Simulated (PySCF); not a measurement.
These 2 structures share the formula C6H10OSi. Level of theory: PBE0-D3(BJ)/def2-SVP geometry optimisation, gas phase (PySCF 2.14.0). Energies are electronic, without zero-point or thermal terms, for one conformer each. No frequencies were run at this level. Point groups hold within 0.08 Å.

Problem. Rank from lowest to highest electronic energy at this level (kcal/mol).
A. `[CH2:1]=[CH:2][C:3](=[CH2:4])[C:5](=[CH2:6])[O:7][SiH3:8]` with C1–C2–C3–C4 -158°, C2–C3–C5–C6 28°, C3–C5–O7–Si8 -177°
B. `[CH3:1][C:2](=[O:3])/[CH:4]=[CH:5]/[CH:6]=[CH:7]/[SiH3:8]` with C1–C2–C4–C5 -179°, C4–C5–C6–C7 180°

Solution. B (0.0), A (2.8).

As drawn, the lower has a C=O bond and an Si–C bond, which the higher lacks; the higher has an Si–O bond, which the lower lacks.

```json
{"SMILES": "CC(=O)/C=C/C=C/[SiH3]", "E (Eh)": "-598.54101", "E rel (kcal/mol)": "0.0", "dipole (D)": "2.41", "point group": "near Cs", "A, B, C (MHz)": "7740, 478.1, 453.9"}
{"SMILES": "C=CC(=C)C(=C)O[SiH3]", "E (Eh)": "-598.53659", "E rel (kcal/mol)": "2.8", "dipole (D)": "0.44", "point group": "C1", "A, B, C (MHz)": "3489, 975.0, 802.9"}
```

Problem. As an exercise, what shares would exp(−E/RT) give at 2000 K from these electronic energies alone (no entropy, no degeneracies)?

Solution. RT = 3.974 kcal/mol: CC(=O)/C=C/C=C/[SiH3] 66.8 %, C=CC(=C)C(=C)O[SiH3] 33.2 %.
